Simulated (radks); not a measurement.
The numbers below are computed, except where a source is named.
Mn XVII, 9 electrons, occupied as [He] 2s2 2p3 3s2 (not the ground configuration).

Level of theory: scalar-relativistic Kohn-Sham, MS2 meta-GGA, spin-polarised, spherical densities, finite nucleus; open shells are filled with parallel spins first; meta-GGA in the generalised Kohn-Sham scheme; Fermi nuclear charge, rms radius 3.7057 fm (a radial shooting solver on a logarithmic mesh with Libxc functionals).

Energy parts (hartree):
part                       energy
total                  -959.84529
kinetic                 972.71472
electron-nucleus      -2058.00435
Hartree                 157.86022
exchange-correlation    -32.41588

Orbitals (lengths in bohr, moments of r in powers of bohr; r(max) is where P^2 peaks; r(90%) holds 90 % of the orbital's charge):
| orbital | occ. | eigenvalue (hartree) | r(90%) | <r> | <r^2> | r(max) |
|---|---|---|---|---|---|---|
| 1s up | 1 | -265.1934 | 0.108 | 0.06073 | 0.004956 | 0.03985 |
| 1s down | 1 | -264.6100 | 0.108 | 0.06060 | 0.004933 | 0.03981 |
| 2s up | 1 | -51.18288 | 0.403 | 0.2627 | 0.08097 | 0.2237 |
| 2s down | 1 | -50.03447 | 0.408 | 0.2654 | 0.08265 | 0.2252 |
| 2p up | 3 | -47.74402 | 0.370 | 0.2287 | 0.06344 | 0.1794 |
| 2p down | 0 | -46.42894 | 0.375 | 0.2313 | 0.06508 | 0.1809 |
| 3s up | 1 | -19.29706 | 0.943 | 0.6525 | 0.4827 | 0.6149 |
| 3s down | 1 | -19.15355 | 0.950 | 0.6574 | 0.4899 | 0.6199 |

The highest occupied level is 3s down at -521.19 eV. The configuration is held as typed, so some empty levels lie below it. The density falls to 0.001 e/bohr^3 at r = 1.48 bohr. Spin moment in Bohr magnetons: 3. Summed over all electrons, <r^2> = 1.336 bohr^2, which gives a Langevin (diamagnetic) susceptibility term of -1.06 x 10^-6 cm^3/mol.
